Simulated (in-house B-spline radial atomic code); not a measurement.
**Ionising Ne VII (Ne6+) with different functionals**

Computed with a radial B-spline atomic code at the basis-set limit: scalar-relativistic (spin-free X2C) Hamiltonian, Fermi nucleus of rms radius 3.0055 fm, spin-polarised at highest spin, spherical fractional occupations for the functionals, the average over the highest-spin determinants for Hartree-Fock. The ionisation energy is the difference of two self-consistent energies, [He] 2s2 → [He] 2s1, without Breit or QED terms; ε is the level of the shell that loses the electron (its least bound occupied spin orbital).

```
           method                    rung  ΔSCF (eV)  -ε(2s) (eV)
     Hartree-Fock            Hartree-Fock     203.81       204.11
    HF fractional            Hartree-Fock     203.81       204.11
         LDA VWN5                     LDA     204.91       191.71
         LDA PW92                     LDA     204.90       191.70
LDA exchange-only                     LDA     202.39       189.78
              PBE                     GGA     205.63       192.45
           PBEsol                     GGA     204.96       191.96
             BLYP                     GGA     205.53       192.46
             RPBE                     GGA     205.81       192.54
             PW91                     GGA     205.80       192.58
             BP86                     GGA     205.67       192.58
             AM05                     GGA     204.69       191.74
             OLYP                     GGA     205.47       192.61
             TPSS                meta-GGA     205.61       193.04
             SCAN                meta-GGA     204.66       193.19
           r2SCAN                meta-GGA     204.58       193.12
          revTPSS                meta-GGA     205.45       193.13
             PBE0           global hybrid     205.48       195.66
            B3LYP           global hybrid     205.63       195.15
            TPSSh           global hybrid     205.56       194.26
        BHandHLYP           global hybrid     205.32       198.81
          r2SCAN0           global hybrid     204.72       196.09
            B97-1           global hybrid     205.79       195.21
            HSE06  range-separated hybrid     205.48       195.22
            wB97X  range-separated hybrid     204.06       198.14
        CAM-B3LYP  range-separated hybrid     205.51       197.11
          LC-wPBE  range-separated hybrid     205.73       198.26
```

Among the functionals, which spreads more, the ΔSCF values or the orbital energies?

The orbital energies: ΔSCF values span about 3.42 eV and the orbital energies 9.03 eV.

How do they compare with the NIST value?

NIST lists 207.27 eV ± 0.012 (measured, ground level to ground level). Errors run from -4.88 to -1.46 eV; RPBE is closest (-1.46 eV), though others lie within the uncertainty of it, and part of that can be cancellation, since the calculations leave out Breit-QED terms, the near-degeneracy of s² and p². Hartree-Fock also lacks correlation.
